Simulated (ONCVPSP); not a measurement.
# Co: one change to an ONCV potential, before and after

cobalt, optimised norm-conserving Vanderbilt (ONCV), made with ONCVPSP 4.0.1 (PBE, scalar-relativistic). Core [Ne] 3s2, reference 3p6 3d7 4s0.5 (charge +1.5). Waves: 4s: rc 1.80 bohr, ncon 3, nbas 7, qcut 4 1/bohr, 3 projectors, debl 1.3 Ha; 3p: rc 0.90 bohr, ncon 4, nbas 7, qcut 10.3 1/bohr, 3 projectors, debl 3.8 Ha; 3d: rc 0.90 bohr, ncon 3, nbas 8, qcut 14.6 1/bohr, 3 projectors, debl 1.3 Ha. Local part: polynomial inside 0.80 bohr (lpopt 3, dvloc0 0 Ha). Core correction: none.

All-electron outer shells of the reference configuration (PBE, scalar-relativistic, ld1.x):

| shell | level (eV) | outermost node (bohr) | outermost maximum (bohr) |
| --- | --- | --- | --- |
| 3s | -116.19 | 0.31 | 0.66 |
| 3p | -79.44 | 0.28 | 0.68 |
| 3d | -21.86 | – | 0.66 |
| 4s | -16.75 | 0.95 | 2.15 |

Change: s: rc 1.5.

Cutoffs: the cutoffs (Ha) at which the residual kinetic energy of the hardest occupied pseudo-wave falls to 1 and 0.1 mHa per electron; they do not see the model core or the augmentation charge, which bear on the density cutoff. Errors are all-electron minus pseudo energies relative to the spin-unpolarised reference configuration.

Q: How do hardness, ghosts and transferability respond?

A: The potential gets neither clearly harder nor softer (90 Ha and 138 Ha → 90 Ha and 138 Ha); both files keep a bound ghost (s); the number of tests with a reliable result goes from 3 to 4; of the 3 tests that both files solve, the error grows in 0 and shrinks in 2 by more than 15 % and 0.3 meV (median size 3.0 → 2.1 meV).

```csv
quantity,base,changed
"cutoff, loose",90 Ha,90 Ha
"cutoff, tight",138 Ha,138 Ha
loose cutoff by channel,"s 5.4 Ha, p 35 Ha, d 90 Ha","s 60 Ha, p 35 Ha, d 90 Ha"
bound ghosts,s,s
GHOST(+) flags under 300 eV,none,none
tests with a reliable result,3 of 4,4 of 4
"error for 3p6 3d7 4s2, meV [ΔE -16.40 eV]",-9.6,-2.2
"error for 3p6 3d7 4s1, meV [ΔE -7.37 eV]",-0.6,+0.6
"error for 3p6 3d7 4s0, meV [ΔE 9.42 eV]",-3.0,-2.1
p: phases at 0.91 bohr within 0.05 rad from the reference energy up to (Ha; the scan ends near 5),to the end of the scan,to the end of the scan
d: phases at 0.91 bohr within 0.05 rad from the reference energy up to (Ha; the scan ends near 5),to the end of the scan,to the end of the scan
```

 A true bound ghost makes a file unfit for plane-wave use even where its test errors are small: the radial tests pick states by their node count and pass the ghost by.
